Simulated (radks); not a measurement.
The numbers below are computed, except where a source is named.
Question: Radial electron density D(r) = 4 pi r^2 rho(r) of an atom or ion with 60 electrons. Code: a radial shooting solver on a logarithmic mesh with Libxc functionals. Model: scalar-relativistic Kohn-Sham, PBEsol, spin-polarised, spherical densities, point nucleus.

```
   r/bohr * D(r) (the largest magnitude, 111, reaches the edge; | marks zero)
 0.002182 |      *
  0.00252 |       *
  0.00291 |         *
 0.003361 |           *
 0.003913 |              *
 0.004519 |                 *
 0.005219 |                    *
 0.006027 |                        *
  0.00696 |                           *
 0.008039 |                               *
 0.009284 |                                  *
  0.01072 |                                     *
  0.01238 |                                       *
   0.0143 |                                        *
  0.01651 |                                        *
  0.01907 |                                       *
  0.02203 |                                      *
  0.02544 |                                    *
  0.02938 |                                    *
  0.03393 |                                    *
  0.03918 |                                       *
  0.04525 |                                            *
  0.05226 |                                                 *
  0.06036 |                                                     *
   0.0697 |                                                      *
  0.08115 |                                                    *
  0.09371 |                                               *
   0.1082 |                                          *
    0.125 |                                        *
   0.1444 |                                          *
   0.1667 |                                             *
   0.1925 |                                               *
   0.2223 |                                            *
   0.2568 |                                    *
   0.2966 |                           *
   0.3425 |                    *
   0.3955 |                   *
   0.4568 |                     *
   0.5276 |                      *
   0.6093 |                     *
   0.7036 |                *
   0.8126 |           *
   0.9385 |        *
    1.084 |      *
    1.252 |    *
    1.446 |   *
    1.683 |  *
    1.944 | *
    2.245 |*
    2.592 *
    2.994 *
    3.457 *
    3.993 *
    4.611 *
    5.325 *
```

What is the nuclear charge?

Answer: Z = 63. The innermost maximum, from 1s, lies near gamma/Z bohr with gamma = sqrt(1 - (Z/c)^2) = 0.888, here 0.0141 bohr (found: 0.0155), and its height grows with Z. The density is that of the europium ion Eu3+ in [Xe] 4f6; the configuration itself is not fixed sharply by these data, and Z only to a few units. D(r) has 4 maxima, at r = 0.0155, 0.0686, 0.193, 0.528 bohr, and minima at 0.0296, 0.126, 0.380 bohr, inside which lie 1.94, 11.11, 29.25 electrons.
